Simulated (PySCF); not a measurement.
Compound: C₄H₅BF₃N.
Atom-mapped SMILES: `[BH3-:1][N+:2]#[C:3][CH2:4][C:5]([F:6])=[C:7]([F:8])[F:9]` (hydrogens: H10, H11, H12 on B1; H13, H14 on C4)

Torsions of this conformer, `[BH3-:1][N+:2]#[C:3][CH2:4][C:5]([F:6])=[C:7]([F:8])[F:9]`: C3–C4–C5–F6 64°.

The closed-shell ground state was solved at several levels (PySCF, density fitting, gas phase, non-relativistic). Isolated species at its PBE0-D3(BJ)/def2-SVP geometry (one conformer only).

```json
{"level": "B3LYP/pcJ-1", "basis functions": "293", "total energy (Eh)": "-534.4969", "HOMO (eV)": "-7.67", "LUMO (eV)": "-1.36", "gap (eV)": "6.31", "dipole (D)": "6.78"}
{"level": "PBE0/pcSseg-1", "basis functions": "178", "total energy (Eh)": "-533.8648", "HOMO (eV)": "-7.83", "LUMO (eV)": "-1.10", "gap (eV)": "6.73", "dipole (D)": "6.76"}
```

(1) Estimate the row for PBE0/def2-SVPD, a basis of 229 functions; the other rows only guide the guess.

(2) Over all these levels, which gives the widest orbital gap and which the narrowest?

(3) How far do the dipole and the HOMO energy spread over the levels?

Results:

(1) Total energy -533.5473 Eh, HOMO -7.83 eV, LUMO -1.18 eV, gap 6.65 eV, dipole 6.64 D.

(2) PBE0/pcSseg-1 (global hybrid, 25 % exact exchange) has the widest, 6.73 eV, and B3LYP/pcJ-1 (global hybrid, 20 % exact exchange) the narrowest, 6.31 eV. Functional and basis both differ between the two, so the spread mixes both effects.

(3) The dipole runs from 6.64 to 6.78 D (mean 6.73 D) and the HOMO from -7.83 to -7.67 eV.
